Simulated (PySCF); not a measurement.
Several compounds and their computed core spectra got separated.

Method used: delta-SCF UKS SCAN, pcX-2 on the ionised atom, pcseg-1 elsewhere, spin-free X2C in PySCF 2.14.0. Geometries: PBE0-D3(BJ)/def2-SVP; isolated species, one conformer each.

Line lists (1s up to Mg, 2p3/2 beyond, nothing for As; areas count atoms within a level, one atom standing for each set equivalent by bonding):
1. C 1s: 285.07 eV; Si 2p3/2: 100.66 eV; Cl 2p3/2: 199.47 eV
2. B 1s: 193.52 eV; C 1s: 290.99 (area 2), 291.15 (area 1) eV
3. C 1s: 291.18 (area 1), 291.26 (area 2), 291.43 (area 2) eV; O 1s: 537.28 eV; S 2p3/2: 173.45 eV

Structures:
A. `O=S1(=O)CCCCC1`
B. `[BH3-][AsH2+]C(C)C`
C. `C[SiH-]Cl`

**Question.** Which list belongs to which compound?

**Answer.** 
- 1 = C: no other candidate has this set of levels. C 1s: 285.07 Si-methyl carbon; Si 2p3/2: 100.66 silicon bonded to C, Cl and H; Cl 2p3/2: 199.47 silicon-bound chlorine.
- 2 = B: no other candidate has this set of levels. B 1s: 193.52 four-coordinate boron; C 1s: 290.99 methyl carbon (×2), 291.15 sp3 CH carbon.
- 3 = A: no other candidate has this set of levels. C 1s: 291.18 ring CH2 carbon, 291.26 ring CH2 carbon (×2), 291.43 sp3 carbon bound to sulfur (×2); O 1s: 537.28 sulfonyl oxygen (×2); S 2p3/2: 173.45 sulfonyl sulfur.

Spin–orbit coupling isn't in the SCF: each 2p doublet comes from a relaxed spin-free hole plus a matrix of the shell (mean-field spin–orbit coupling and the ground-state 2p splitting), with 2p3/2 averaged over its two sublevels.
